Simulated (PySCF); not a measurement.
## Cu⁺: excitation energy

Cu⁺ [Ar] 3d10 (1S) → Cu⁺ [Ar] 3d9 4s1 (3D), as a difference of total energies. Computed with PySCF 2.14 in aug-cc-pwCVDZ-PP with ECP10MDF (6s6p5d3f, 70 functions), with scalar relativity through the core potential. Correlated levels: valence: 3s2 3p6 frozen. The calculations carry no spin-orbit coupling.

Task: Order these methods by the excitation energy they give, lowest first.
A. MP2 (valence)
B. SCS-MP2 (valence)
C. UHF
D. CCSD(T) (valence)

Result: C (0.649 eV), D (2.611 eV), B (3.137 eV), A (3.410 eV).

Errors of the correlated levels include the incompleteness of this basis and the frozen core.

For comparison: 2.808 eV (measured; NIST levels, between the centres of gravity of the two terms).
